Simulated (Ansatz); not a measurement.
Cost and result for the atomization energy of CH₄OSiZn (8 atoms, 8 bonds).

```xyz
8

C    -0.5701    0.6280    0.6417
Si    0.5355   -0.6674   -0.2368
O     0.4273   -0.1898   -1.8057
Zn   -0.7101    1.2210   -1.2701
H    -0.0873    1.3495    1.3002
H    -1.5102    0.2878    1.0750
H     1.9240   -0.5933    0.3008
H    -0.0091   -2.0357   -0.0050
```

The species carries charge 0 and has multiplicity 1. For Zn the d shell is correlated and the shells below it are frozen. Scalar relativity is left out up to krypton. The structure was optimised at the PBE0-D4/def2-TZVP level. Program: Ansatz. All runs use 4 threads of an AMD EPYC 9R45 on a shared host. Times are those of one run each, without the atoms' runs, and a repeat can differ threefold. Electronic energies, without spin–orbit coupling; frozen cores. CCSD(T)/CBS adds CCSD(T) − MP2 in def2-TZVPP to the MP2 limit, and its time is that of the two runs behind it. T1 = 0.019; the RHF reference is unstable towards UHF. With those shells the extrapolation isn't a true limit. B3LYP takes the VWN-RPA correlation (the form of Gaussian; ORCA's B3LYP/G).

CCSD(T)/CBS is a level of theory with its own doubt, some kJ/mol a heavy atom from the limit and from the frozen cores, so smaller differences don't rank the functionals.

| level | functions | atomization (kcal/mol) | difference from CCSD(T)/CBS | per bond |
| --- | --- | --- | --- | --- |
| PBE-D4/def2-TZVPP (with forces) | 224 | 618.9 | 4.7 | 0.6 |
| PBE-QIDH/def2-TZVPP | 224 | 608.7 | -5.5 | -0.7 |
| MP2/def2-QZVPP | 404 | 622.6 | 8.4 | 1.1 |
| BHLYP-D4/def2-TZVPP | 224 | 586.7 | -27.5 | -3.4 |
| B97M-V/def2-TZVPP | 224 | 611.5 | -2.7 | -0.3 |
| CCSD(T)/CBS(def2) | – | 614.2 | 0.0 | 0.0 |
| B2PLYP/def2-TZVPP | 224 | 602.7 | -11.5 | -1.4 |
| B3LYP-D4/def2-TZVPP (with forces) | 224 | 604.3 | -9.9 | -1.2 |
| LDA (SPW92)/def2-TZVPP | 224 | 703.1 | 88.9 | 11.1 |
| CCSD(T)/def2-TZVPP | 224 | 596.1 | -18.1 | -2.3 |
| CCSD(T)/def2-SVP | 97 | 567.1 | -47.1 | -5.9 |
| PBE0-D4/def2-TZVPP | 224 | 607.6 | -6.6 | -0.8 |
| ωB97X-V/def2-TZVPP | 224 | 614.0 | -0.2 | 0.0 |

(1) Order the runs by time, with rough figures. (Best estimate.)

## Answers

(1) The calculation gave: LDA (SPW92)/def2-TZVPP 0.6 s; PBE-D4/def2-TZVPP (with forces) 1.1 s; PBE0-D4/def2-TZVPP 1.2 s; BHLYP-D4/def2-TZVPP 1.4 s; CCSD(T)/def2-SVP 1.5 s; B3LYP-D4/def2-TZVPP (with forces) 1.9 s; B2PLYP/def2-TZVPP 2.4 s; PBE-QIDH/def2-TZVPP 2.4 s; B97M-V/def2-TZVPP 3 s; ωB97X-V/def2-TZVPP 3 s; MP2/def2-QZVPP 7.5 s; CCSD(T)/def2-TZVPP 29 s; CCSD(T)/CBS(def2) 37 s.

The D4 term adds +6.9 kcal/mol with B3LYP and +3.5 kcal/mol with PBE0; it sums over pairs of atoms, weighted by their polarisabilities, and B3LYP, whose exchange is more repulsive, gets the larger term. At CCSD(T), def2-SVP lies −47.1 kcal/mol from the extrapolated value and def2-TZVPP −18.2 kcal/mol: correlation converges slowly with the basis, and small sets miss more of it in the bonded molecule than in its fragments. From PBE to PBE0 (25 % exact exchange), in def2-TZVPP and without D4, the atomization energy moves by −10.6 kcal/mol: exact exchange takes away binding that semilocal exchange gives to molecules.
